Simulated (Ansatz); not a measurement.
Computed with Ansatz on PBE0-D4/def2-TZVP structures; ΔE is electronic, products minus reactants. CCSD(T)/CBS adds triple-zeta CCSD(T) − MP2 to the extrapolated MP2 energy (def2 sets, frozen cores). DFT in def2-TZVPP. B3LYP here is the variant with VWN-RPA as its local correlation; programs differ in this. For Ge outer-core shells are correlated without core-valence functions, which leaves a few kJ/mol of doubt a bond. Scalar relativity is left out up to krypton. One conformer a species, not always the lowest.

Consider the isomerisation: `N=C(F)[SiH2][GeH3]` → `[F][GeH2]/[N]=C/[SiH3]`.

```json
{"level": "PBE-D4", "ΔE (kJ/mol)": "-49.1", "difference from CCSD(T)/CBS": "30.0"}
{"level": "r2SCAN-D4", "ΔE (kJ/mol)": "-60.4", "difference from CCSD(T)/CBS": "18.7"}
{"level": "PBE0-D4", "ΔE (kJ/mol)": "-55.1", "difference from CCSD(T)/CBS": "24.0"}
{"level": "B3LYP-D4", "ΔE (kJ/mol)": "-72.1", "difference from CCSD(T)/CBS": "7.0"}
{"level": "ωB97X-V", "ΔE (kJ/mol)": "-71.0", "difference from CCSD(T)/CBS": "8.1"}
{"level": "ωB97M-V", "ΔE (kJ/mol)": "-70.4", "difference from CCSD(T)/CBS": "8.7"}
{"level": "B2PLYP", "ΔE (kJ/mol)": "-80.7", "difference from CCSD(T)/CBS": "-1.6"}
{"level": "PBE", "ΔE (kJ/mol)": "-49.3", "difference from CCSD(T)/CBS": "29.8"}
{"level": "r2SCAN", "ΔE (kJ/mol)": "-60.5", "difference from CCSD(T)/CBS": "18.6"}
{"level": "PBE0", "ΔE (kJ/mol)": "-55.4", "difference from CCSD(T)/CBS": "23.7"}
{"level": "B3LYP", "ΔE (kJ/mol)": "-72.5", "difference from CCSD(T)/CBS": "6.6"}
{"level": "HF/def2-TZVPP", "ΔE (kJ/mol)": "-98.8", "difference from CCSD(T)/CBS": "-19.7"}
{"level": "MP2/def2-TZVPP", "ΔE (kJ/mol)": "-89.3", "difference from CCSD(T)/CBS": "-10.2"}
{"level": "SCS-MP2/def2-TZVPP", "ΔE (kJ/mol)": "-94.8", "difference from CCSD(T)/CBS": "-15.7"}
{"level": "CCSD/def2-TZVPP", "ΔE (kJ/mol)": "-81.7", "difference from CCSD(T)/CBS": "-2.6"}
{"level": "CCSD(T)/def2-TZVPP", "ΔE (kJ/mol)": "-79.5", "difference from CCSD(T)/CBS": "-0.4"}
{"level": "HF/def2-QZVPP", "ΔE (kJ/mol)": "-101.1", "difference from CCSD(T)/CBS": "-22.0"}
{"level": "MP2/def2-QZVPP", "ΔE (kJ/mol)": "-89.9", "difference from CCSD(T)/CBS": "-10.8"}
{"level": "SCS-MP2/def2-QZVPP", "ΔE (kJ/mol)": "-95.9", "difference from CCSD(T)/CBS": "-16.8"}
{"level": "HF/CBS(def2)", "ΔE (kJ/mol)": "-101.4", "difference from CCSD(T)/CBS": "-22.3"}
{"level": "MP2/CBS(def2)", "ΔE (kJ/mol)": "-88.9", "difference from CCSD(T)/CBS": "-9.8"}
{"level": "CCSD/CBS(def2)", "ΔE (kJ/mol)": "-81.3", "difference from CCSD(T)/CBS": "-2.2"}
{"level": "CCSD(T)/CBS", "ΔE (kJ/mol)": "-79.1", "difference from CCSD(T)/CBS": "0"}
```

Largest T1 diagnostic among the species: 0.014.

In def2-TZVPP, CCSD(T) changes the Hartree–Fock value by +19.3 kJ/mol (the triples alone add +2.2 kJ/mol) and MP2 by +9.5 kJ/mol. From PBE to PBE0 (25 % exact exchange), in def2-TZVPP and without D4, ΔE moves by −6.1 kJ/mol.

CCSD(T)/CBS has its own doubt, a few kJ/mol and more with outer-core shells, so smaller differences from it don't rank the levels.
